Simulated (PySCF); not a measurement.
Relaxation of singlet [Ag3S]+

These are results of PySCF, PBE0, basis S def2-SVP, Ag def2-SVP with ECP28 (scalar-relativistic core potentials, no spin–orbit coupling, density fitting), not measurements. A (50,194) grid was used.

A hand-made trigonal pyramidal start, of C3v symmetry, held to at least that symmetry:

```xyz
4
charge 1 multiplicity 1, angstrom
S     0.0000    0.0000   -0.9665
Ag    1.9988    0.0000    0.0963
Ag   -0.9994    1.7310    0.0963
Ag   -0.9994   -1.7310    0.0963
```

Optimiser trace:
| step | E − E(last) (kJ/mol) | largest gradient (Eh/bohr) |
| --- | --- | --- |
| 0 | 18.75 | 0.03232 |
| 1 | 5.94 | 0.01668 |
| 2 | 0.50 | 0.00244 |
| 3 | 0.29 | 0.00103 |
| 4 | 0.23 | 0.00113 |
| 5 | 0.10 | 0.00242 |
| 6 | 0.04 | 0.00274 |
| 7 | 0.01 | 0.00179 |
| 8 | 0.00 | 0.00035 |
| 9 | 0.00 | 0.00000 |

It ends at C3v with S–Ag 2.380 Å (×3); Ag–S–Ag 98.5° (×3) (after a last refinement on a finer grid). A frequency run shows a minimum. Other isomers or separated fragments may lie lower.

Final geometry:
```xyz
4
charge 1 multiplicity 1, angstrom
S     0.0000    0.0000   -1.0407
Ag    2.0817    0.0000    0.1135
Ag   -1.0409    1.8028    0.1135
Ag   -1.0408   -1.8028    0.1135
```
